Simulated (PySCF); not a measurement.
**Spinor energies of Si (silicon, neutral)**

Start: [Ne] 3s2 3p2; 3p3/2 filled at m_j = +1/2, +3/2. Calculated with PySCF 2.14 in x2c-TZVPall-2c with one added diffuse shell each of s, p type (6s7p2d1f, 44 functions): generalised Hartree-Fock with the X2C-1e Hamiltonian and a Gaussian nucleus; one run each with spin-orbit coupling (SO) switched off, then screened by Boettger's factors. This is a chosen level, not necessarily the ground level.

| spinor shell | electrons | ε, spin-free (eV) | ε, screened SO (eV) | weight of nominal j (screened SO) | rms radius, screened SO (bohr) |
| --- | --- | --- | --- | --- | --- |
| 1s1/2 | 2 | -1876.9 | -1876.9 | 1.000 | 0.129 |
| 2s1/2 | 2 | -168.23 | -168.24 | 1.000 | 0.612 |
| 2p1/2 | 2 | -115.77 | -116.25 | 0.893 | 0.598 |
| 3s1/2 | 2 | -14.762 | -14.765 | 0.999 | 2.38 |
| 3p3/2 | 2 | -8.106 | -8.102 | 0.824 | 3.00 |

(1) Where does 2p3/2 lie, and what is the 2p spin-orbit splitting (screened SO)?

| quantity | spin-free | screened SO |
| --- | --- | --- |
| E (hartree) | -289.45104 | -289.45093 |
| M_J | 2 | 2 |
| ⟨J²⟩ | 6.015 | 6.014 |
| ⟨L²⟩ | 2.011 | 2.013 |
| ⟨S²⟩ | 2.004 | 2.003 |

Each row is a mean over spinors that exchange with the open shell spreads, by up to 4.238 eV (3s1/2).

Rows whose weight is well below 1 are mixtures of j = l ± 1/2: exchange outweighs spin-orbit coupling there, and the label is only the starting occupation.

Without spin-orbit coupling the j labels of p, d and f shells carry no meaning; the spin-free column gives the mean over the occupied spinors of each nl shell.

## Answers

(1) At -115.55 eV, 0.701 eV above 2p1/2.
